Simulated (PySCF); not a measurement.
## Deuteron quadrupole couplings in `C#CC/C([SiH3])=C\CCC`

Species: C₈H₁₄Si.
SMILES with atom numbers: `[CH:1]#[C:2][CH2:3]/[C:4]([SiH3:5])=[CH:6]\[CH2:7][CH2:8][CH3:9]` (hydrogens: H10 on C1; H11, H12 on C3; H13, H14, H15 on Si5; H16 on C6; H17, H18 on C7; H19, H20 on C8; H21, H22, H23 on C9)

Cartesian coordinates in Å at the GFN2-xTB level; atoms count from 1:
```
atom  x, y, z in Å
C1     3.2215   -0.6644   -1.1912
C2     2.4962   -0.3301   -0.2999
C3     1.5848    0.0437    0.7626
C4     0.3513   -0.8372    0.7392
Si5    0.2208   -2.1121    2.1190
C6    -0.5640   -0.7344   -0.2219
C7    -0.5701    0.2087   -1.3833
C8    -1.7715    1.1589   -1.3178
C9    -1.6724    2.1117   -0.1332
H10    3.8687   -0.9466   -1.9666
H11    1.3076    1.0959    0.6429
H12    2.1020   -0.0608    1.7208
H13    1.3726   -3.0163    2.0604
H14   -1.0288   -2.8589    1.9813
H15    0.2465   -1.4055    3.4060
H16   -1.4297   -1.3855   -0.1840
H17   -0.6389   -0.3821   -2.3018
H18    0.3539    0.7848   -1.4308
H19   -2.6899    0.5729   -1.2353
H20   -1.8239    1.7351   -2.2443
H21   -0.7821    2.7321   -0.2173
H22   -1.6181    1.5526    0.7986
H23   -2.5415    2.7644   -0.0935
```

Level: PBE0/pcSseg-1 (PySCF, non-relativistic); Q(2H) = 0.00286 b; rigid geometry, the same for H and D, with no vibrational averaging.

Question: Rank these positions by the coupling χzz of a deuteron there, largest first.
A. H20 (methylene hydrogen)
B. H12 (methylene hydrogen)
C. H15 (Si–H hydrogen)
D. H23 (methyl hydrogen)
E. H10 (alkyne hydrogen)

Answer: E (268 kHz), D (213 kHz), A (204 kHz), B (200 kHz), C (107 kHz).

Q: Give the electric field gradient Vzz (the principal value of largest size), its asymmetry and the 2H coupling at each hydrogen.

A: 
| atom | bonded to | bond length (Å) | Vzz (au) | η | χzz (kHz) |
| --- | --- | --- | --- | --- | --- |
| H10 | C1 | 1.049 | 0.3985 | 0.00 | 268 |
| H11 | C3 | 1.095 | 0.2981 | 0.01 | 200 |
| H12 | C3 | 1.094 | 0.2969 | 0.03 | 200 |
| H13 | Si5 | 1.465 | 0.1613 | 0.02 | 108 |
| H14 | Si5 | 1.462 | 0.1639 | 0.02 | 110 |
| H15 | Si5 | 1.468 | 0.1595 | 0.02 | 107 |
| H16 | C6 | 1.084 | 0.3188 | 0.06 | 214 |
| H17 | C7 | 1.094 | 0.3016 | 0.02 | 203 |
| H18 | C7 | 1.090 | 0.3040 | 0.03 | 204 |
| H19 | C8 | 1.093 | 0.3029 | 0.02 | 204 |
| H20 | C8 | 1.092 | 0.3041 | 0.02 | 204 |
| H21 | C9 | 1.088 | 0.3146 | 0.02 | 211 |
| H22 | C9 | 1.088 | 0.3117 | 0.02 | 209 |
| H23 | C9 | 1.088 | 0.3167 | 0.02 | 213 |

Q: Average by the element that carries the hydrogen.

A: on C: 212 kHz over 11 positions, mean bond length 1.087 Å; on Si: 109 kHz over 3 positions, mean bond length 1.465 Å.

Q: How does χzz go with the bond length over the 11 C–H bonds?

A: A straight-line fit has a slope of -14.7 kHz for each 0.01 Å, with a correlation coefficient of -1.00, over lengths from 1.049 to 1.095 Å. The longer bonds have the smaller couplings here.

Isolated species at its GFN2-xTB geometry (one conformer only). GFN2-xTB bond lengths can be off by several hundredths of an ångström, more for odd bonds, and the gradients follow them. With a basis this small, the couplings can be 20 % off.

The run behind these numbers computed NMR shieldings as well. On an Intel Xeon 6975P-C with one thread, on a shared host, this took 48 s (with the writing of density and orbital grids) and 1.1 GiB of memory at its peak.
